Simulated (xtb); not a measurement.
CH6AlP, SMILES [CH3][AlH][PH2]. All values are semi-empirical tight-binding results from xtb (GFN2-xTB unless named), good for trends rather than for accurate numbers. Geometry optimised at GFN2-xTB. The values are those of a single conformer.

Optimised geometry:

```xyz
9

Al    -0.5205     0.1652    -0.5586
H     -1.7240    -0.3759    -1.3753
C      0.1012     2.0088    -0.9783
H      0.9756     2.0294    -1.6402
H      0.3791     2.5920    -0.0906
H     -0.6852     2.5721    -1.4938
P      0.3341    -1.3057     1.0268
H      0.5989    -0.2283     1.8798
H      1.6040    -1.2042     0.4489
```

For metal compounds this method's bond lengths and energies can be far off.

Q: Estimate the properties. (Estimate from the structure and the level; the computed values follow.)

A: 
The orbital gap is 3.75 eV. The zero-point energy comes out as 34.7 kcal/mol and the G − E(el) at 298.15 K (modified RRHO) comes out as 15.3 kcal/mol.

Computed atomic charges and the Wiberg bond orders between heavy atoms:
charges (e) Al1 0.31, H2 -0.17, C3 -0.22, H4 0.05, H5 0.06, H6 0.06, P7 -0.17, H8 0.04, H9 0.04. Bond orders Al1–C3 1.05, Al1–P7 1.10.
